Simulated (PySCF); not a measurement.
Stepwise substitution at one centre (Ga OH-H). Isolated molecules, 0 K electronic values unless said otherwise. One relaxed conformer stands for each flexible species; it need not be the lowest. Strings in code marks are SMILES.

Method: PBE-D3(BJ)/def2-TZVP // CAM-B3LYP-D3(BJ)/def2-TZVP run with PySCF. Excitations are Tamm–Dancoff values on a coarser integration grid. The basis has no diffuse functions, so Rydberg states are missing or too high.

```
species                                                                               S1 excitation (TDA) (eV)  T1 excitation (TDA) (eV)  HOMO (eV)
------------------------------------------------------------------------------------  ------------------------  ------------------------  ---------
0 of 3 OH replaced by H (`[OH][Ga]([OH])[OH]`)                                                            5.41                      5.12      -7.17
1 of 3 OH replaced by H (`[OH][GaH][OH]` (H–O–Ga–O torsion 0°, O–Ga–O–H torsion 0°))                      5.99                      5.54      -7.06
2 of 3 OH replaced by H                                                                                   5.33                      4.95      -7.14
3 of 3 OH replaced by H                                                                                      –                         –      -7.35
```
